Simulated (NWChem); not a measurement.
System: SiHOClF$_{2}$; SMILES O[Si](F)(F)Cl

Here is an NWChem input.

```
start job
memory heap 200 mb stack 900 mb global 1100 mb
geometry units angstroms noautosym nocenter noautoz
  O      1.327711    -1.029659     0.667469
  Si     0.001322    -0.369556     0.004626
  F     -1.332396    -0.825912     0.763092
  F     -0.092632    -0.904164    -1.494643
  Cl     0.041760     1.659965     0.008964
  H      1.649473    -0.701433     1.511683
end
basis spherical
  * library def2-svp
end
dft
  xc b3lyp
  iterations 150
  mulliken
end
task dft energy
esp
  recalculate
  probe 0.07
  range 0.3
  factor 1.0
  spacing 0.02
end
task esp
```

Excerpt of the output:

```
             Northwest Computational Chemistry Package (NWChem) 7.3.0
             --------------------------------------------------------

                             Geometry "geometry" -> ""
                             -------------------------

 Output coordinates in angstroms (scale by  1.889725989 to convert to a.u.)

  No.       Tag          Charge          X              Y              Z
 ---- ---------------- ---------- -------------- -------------- --------------
    1 O                    8.0000     1.32771100    -1.02965900     0.66746900
    2 Si                  14.0000     0.00132200    -0.36955600     0.00462600
    3 F                    9.0000    -1.33239600    -0.82591200     0.76309200
    4 F                    9.0000    -0.09263200    -0.90416400    -1.49464300
    5 Cl                  17.0000     0.04176000     1.65996500     0.00896400
    6 H                    1.0000     1.64947300    -0.70143300     1.51168300

 Effective nuclear repulsion energy (a.u.)     319.3668524445

                                 NWChem DFT Module
                                 -----------------

 Summary of "ao basis" -> "ao basis" (spherical)
 ------------------------------------------------------------------------------
       Tag                 Description            Shells   Functions and Types
 ---------------- ------------------------------  ------  ---------------------
 O                          def2-svp                 6       14   3s2p1d
 Si                         def2-svp                 8       18   4s3p1d
 F                          def2-svp                 6       14   3s2p1d
 Cl                         def2-svp                 8       18   4s3p1d
 H                          def2-svp                 3        5   2s1p

            General Information
            -------------------
          SCF calculation type: DFT
          Wavefunction type:  closed shell.
          No. of atoms     :     6
          No. of electrons :    58
           Alpha electrons :    29
            Beta electrons :    29
          Charge           :     0
          Spin multiplicity:     1
          Use of symmetry is: off; symmetry adaption is: off
          Maximum number of iterations: 150
          AO basis - number of functions:    83
                     number of shells:    37
          Convergence on energy requested:  1.00D-06
          Convergence on density requested:  1.00D-05
          Convergence on gradient requested:  5.00D-04

              XC Information
              --------------
                         B3LYP Method XC Potential
                     Hartree-Fock (Exact) Exchange  0.200
                        Slater Exchange Functional  0.800 local
                    Becke 1988 Exchange Functional  0.720 non-local
              Lee-Yang-Parr Correlation Functional  0.810
                  VWN I RPA Correlation Functional  0.190 local

             Grid Information
             ----------------
          Grid used for XC integration:  medium
          Radial quadrature: Mura-Knowles
          Angular quadrature: Lebedev.
          Tag              B.-S. Rad. Rad. Pts. Rad. Cut. Ang. Pts.
          ---              ---------- --------- --------- ---------
          O                   0.60       49           8.0       434
          Si                  1.10       88           8.0       590
          F                   0.50       49          10.0       434
          Cl                  1.00       88           9.0       590
          H                   0.35       45           9.0       434
          Grid pruning is: on
          Number of quadrature shells:   368
          Spatial weights used:  Erf1

      Superposition of Atomic Density Guess
      -------------------------------------

 Sum of atomic energies:       -1021.83751914

      Non-variational initial energy
      ------------------------------

 Total energy =   -1022.917620
 1-e energy   =   -2053.508416
 2-e energy   =     711.223944
 HOMO         =      -0.449674
 LUMO         =       0.047766

     ---------------------------------------------
      Total Density - Mulliken Population Analysis
     ---------------------------------------------

[...]

                     NWChem Electrostatic Potential Fit Module
                     -----------------------------------------

 Atom parameters

 Number of atoms is                                    6
 Number of basis functions is                         83

 Grid parameters

 Maximum number of grid points is                  31548
 Number of grid points is                          31547
 Grid range                                     0.300000 nm
 Grid spacing                                   0.020000 nm
 Probe radius                                   0.070000 nm
 Atom radius factor                             1.000000

 Atomic radii

    1    0.100000
    8    0.136000
    9    0.128000
   14    0.187000
   17    0.169000
 FASTESP  F
  using M.O. file = ./job.movecs

    Atom              Coordinates                           Charge

                                                  ESP

    1 O     0.132771   -0.102966    0.066747   -0.595313
    2 Si    0.000132   -0.036956    0.000463    0.982828
    3 F    -0.133240   -0.082591    0.076309   -0.297952
    4 F    -0.009263   -0.090416   -0.149464   -0.271808
    5 Cl    0.004176    0.165997    0.000896   -0.210516
    6 H     0.164947   -0.070143    0.151168    0.392761
                                            ------------
                                                0.000000

 Dipole moment                                  0.907241

 Quadrupole moment Qxx                          0.476224
                   Qyy                         -4.618090
                   Qzz                          4.141866

 RMS deviation kJ/mol                           0.061299

 RRMS %                                        21.503364
```

Level: B3LYP/def2-SVP. Coordinates come from a PBE0/def2-SVP optimisation.
